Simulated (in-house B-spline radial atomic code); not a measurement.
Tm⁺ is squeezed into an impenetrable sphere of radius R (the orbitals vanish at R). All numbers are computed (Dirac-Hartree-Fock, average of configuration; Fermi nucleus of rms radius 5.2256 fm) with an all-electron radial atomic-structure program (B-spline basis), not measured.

Energies in eV above the free ion in [Xe] 4f13 6s1:

```json
{"R (bohr)": "7.1", "highest level (eV)": "-10.9", "[Xe] 4f13 6s1": "0.3254", "[Kr] 4d9 4f13 5s2 5p6 5f1 6s1": "194.8", "[Kr] 4d10 4f13 5s2 5p5 5d1 6s1": "27.87"}
{"R (bohr)": "6.46", "highest level (eV)": "-10.5", "[Xe] 4f13 6s1": "0.6574", "[Kr] 4d9 4f13 5s2 5p6 5f1 6s1": "196.3", "[Kr] 4d10 4f13 5s2 5p5 5d1 6s1": "28.22"}
{"R (bohr)": "5.22", "highest level (eV)": "-8.75", "[Xe] 4f13 6s1": "2.511", "[Kr] 4d9 4f13 5s2 5p6 5f1 6s1": "202.3", "[Kr] 4d10 4f13 5s2 5p5 5d1 6s1": "30.35"}
{"R (bohr)": "4.54", "highest level (eV)": "-6.04", "[Xe] 4f13 6s1": "5.39", "[Kr] 4d9 4f13 5s2 5p6 5f1 6s1": "209.3", "[Kr] 4d10 4f13 5s2 5p5 5d1 6s1": "33.76"}
{"R (bohr)": "3.59", "highest level (eV)": "4.59", "[Xe] 4f13 6s1": "18.12", "[Kr] 4d9 4f13 5s2 5p6 5f1 6s1": "232.4", "[Kr] 4d10 4f13 5s2 5p5 5d1 6s1": "48.58"}
{"R (bohr)": "3.15", "highest level (eV)": "16.8", "[Xe] 4f13 6s1": "35.44", "[Kr] 4d9 4f13 5s2 5p6 5f1 6s1": "257.9", "[Kr] 4d10 4f13 5s2 5p5 5d1 6s1": "68.05"}
{"R (bohr)": "2.78", "highest level (eV)": "36", "[Xe] 4f13 6s1": "67.2", "[Kr] 4d9 4f13 5s2 5p6 5f1 6s1": "299.7", "[Kr] 4d10 4f13 5s2 5p5 5d1 6s1": "102.9"}
{"R (bohr)": "2.38", "highest level (eV)": "75.7", "[Xe] 4f13 6s1": "147.1", "[Kr] 4d9 4f13 5s2 5p6 5f1 6s1": "396.4", "[Kr] 4d10 4f13 5s2 5p5 5d1 6s1": "188.3"}
{"R (bohr)": "1.88", "highest level (eV)": "194", "[Xe] 4f13 6s1": "458.3", "[Kr] 4d9 4f13 5s2 5p6 5f1 6s1": "749.5", "[Kr] 4d10 4f13 5s2 5p5 5d1 6s1": "513.5"}
{"R (bohr)": "1.29", "highest level (eV)": "699", "[Xe] 4f13 6s1": "2440", "[Kr] 4d9 4f13 5s2 5p6 5f1 6s1": "2889", "[Kr] 4d10 4f13 5s2 5p5 5d1 6s1": "2533"}
```

Does [Kr] 4d9 4f13 5s2 5p6 5f1 6s1 fall below [Xe] 4f13 6s1 under compression?

No, it stays above over the whole range.

Does [Kr] 4d10 4f13 5s2 5p5 5d1 6s1 fall below [Xe] 4f13 6s1 under compression?

No, it stays above over the whole range.

The highest level is first positive in the row R = 3.59 bohr, pushed up by confinement above the zero of the free ion's potential. Each configuration is held fixed and needn't be the lowest in the sphere.
